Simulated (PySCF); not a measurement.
# Adding and removing an electron: LiHg

PBE; Li def2-TZVP, Hg def2-TZVP with ECP60; scalar-relativistic core potentials (PySCF 2.14). Neutral (UKS): doublet (σ ↑), Re = 2.974 Å, ωe = 151 cm⁻¹, De = 0.16 eV, HOMO -3.09 eV, LUMO -2.10 eV.

LiHg⁺ (UKS): singlet (closed shell), Re = 2.676 Å, ωe = 257 cm⁻¹, De = 0.55 eV to Li⁺ + Hg. The energies at the minima are -161.02445 hartree for LiHg and -160.83360 for LiHg⁺.

Task: Work out the adiabatic ionisation energy, without and with harmonic zero-point energies (1 hartree = 27.2114 eV, 1 eV = 8065.5 cm⁻¹), and the change of the bond length.

Result: At PBE: 0.19085 hartree = 5.193 eV between the minima; the zero-point term (257.0 − 151.0)/2 cm⁻¹ = +0.007 eV makes it 5.200 eV. Re changes by -29.8 pm against the neutral. The electron leaves a σ orbital, and the shorter bond of the ion fits an antibonding orbital, or a change in how ionic the bond is.

Closed-shell solutions of metal pairs were not tested for spin polarisation, which can lower them a little. Weak bonds: LiHg. Basis-set superposition, not corrected here, can be much of De in a small basis, most of all at correlated wavefunction levels. Spin–orbit coupling is left out. For an ion De counts to the pair picked by the measured ionisation energies or electron affinities, which need not be the lowest pair at this level. States were picked by a PBE0 search and need not be the measured ground states.
